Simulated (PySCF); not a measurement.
**Correlation energy of Cr+ (chromium, charge +1)**

[Ar] 3d5, high-spin 6S determinant. All numbers are calculated (PySCF 2.14, the spin-free X2C one-electron Hamiltonian (Gaussian nucleus), in x2c-TZVPPall with one added diffuse shell each of s, p, d, f type (7s6p5d3f1g, 80 functions)). Frozen: [Ne]; 13 electrons correlated.

```csv
level,correlation energy (mhartree)
CCSD,-387.51
(T),-8.36
CCSD(T),-395.87
```

Diagnostics: T1 = 0.0097, D1 = 0.0215, largest double amplitude 0.020.

Cost of the coupled-cluster step: about 30 core-seconds, for 13 correlated electrons.

This basis was not built for core-valence correlation, so the inner-shell part is incomplete.
